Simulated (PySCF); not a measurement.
Species: C8H10.
SMILES with atom numbers: `[CH2:1]=[CH:2]/[CH:3]=[CH:4]/[CH:5]=[CH:6]/[CH:7]=[CH2:8]` (hydrogens: H9, H10 on C1; H11 on C2; H12 on C3; H13 on C4; H14 on C5; H15 on C6; H16 on C7; H17, H18 on C8)

Computed with PBE0-D3(BJ)/def2-SVP geometry optimisation, gas phase (PySCF 2.14.0).

Question: Give the optimised bond lengths and angles.

Answer: 
```json
{"bond": "C1=C2, C7=C8", "length (pm)": "134.3"}
{"bond": "C2–C3, C6–C7", "length (pm)": "144.5"}
{"bond": "C3=C4, C5=C6", "length (pm)": "135.5"}
{"bond": "C4–C5", "length (pm)": "143.8"}
{"bond": "C1–H9, C8–H17", "length (pm)": "109.5"}
{"bond": "C1–H10, C8–H18", "length (pm)": "109.2"}
{"bond": "C2–H11, C7–H16", "length (pm)": "109.7"}
{"bond": "C3–H12, C6–H15", "length (pm)": "109.7"}
{"bond": "C4–H13, C5–H14", "length (pm)": "109.7"}
```

Bonds in one row agree within 1 pm and their mean is given. A selection of angles:
```json
{"angle": "C1–C2–C3", "degrees": "124.4"}
{"angle": "C2–C3–C4", "degrees": "124.2"}
{"angle": "C3–C4–C5", "degrees": "124.3"}
```

Dihedral angles: C1–C2–C3–C4 180° (antiperiplanar); C2–C3–C4–C5 180° (antiperiplanar); C3–C4–C5–C6 180° (antiperiplanar); C4–C5–C6–C7 180° (antiperiplanar); C5–C6–C7–C8 180° (antiperiplanar).

The C–C distances run from 1.343 Å (C7=C8, drawn double) to 1.445 Å (C2–C3, drawn single), a spread of 0.102 Å. The 8 heavy atoms lie in one plane (0.000 Å rms). Of the pairs four or more bonds apart, H11···H13 is among the closest relative to their van der Waals radii: 2.46 Å, 103 % of the sum of Bondi's values.

Point group: C2h (every atom within 0.08 Å of its image). No frequency check. One conformer, not necessarily the lowest.
